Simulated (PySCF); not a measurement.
System: CH$_{2}$BF$_{2}$O, charge 0, multiplicity 2. It need not be the lowest isomer of its formula. SMILES: [CH2]OB(F)F
Coordinates optimised at B3LYP-D3(BJ)/def2-TZVP (Ansatz):
```xyz
7

B      0.4771     0.0645    -0.0248
F      0.6860    -1.2355    -0.1945
F      1.5167     0.8790     0.0044
O     -0.7641     0.5843     0.1205
C     -1.9076    -0.1580     0.0932
H     -2.8127     0.3922     0.2818
H     -1.8385    -1.2326     0.0299
```
Charge 0, spin multiplicity 2.

Dispersion corrections to the total energy (kcal/mol) from the dftd3 and dftd4 libraries through PySCF: D3(BJ) without and D4 with the three-body term, each with the damping fitted for the functional named.

```
functional  D3(BJ)     D4
----------  ------  -----
PBE0         -1.77    ___
HF             ___  -9.32
PW6B95       -0.96  -2.05
B2GP-PLYP    -1.20  -0.95
B3LYP          ___  -3.73
BLYP         -4.46  -5.31
CAM-B3LYP    -1.53  -1.90
```

Some entries are withheld; supply them.


- PBE0, D4: -1.92
- HF, D3(BJ): -18.70
- B3LYP, D3(BJ): -3.61
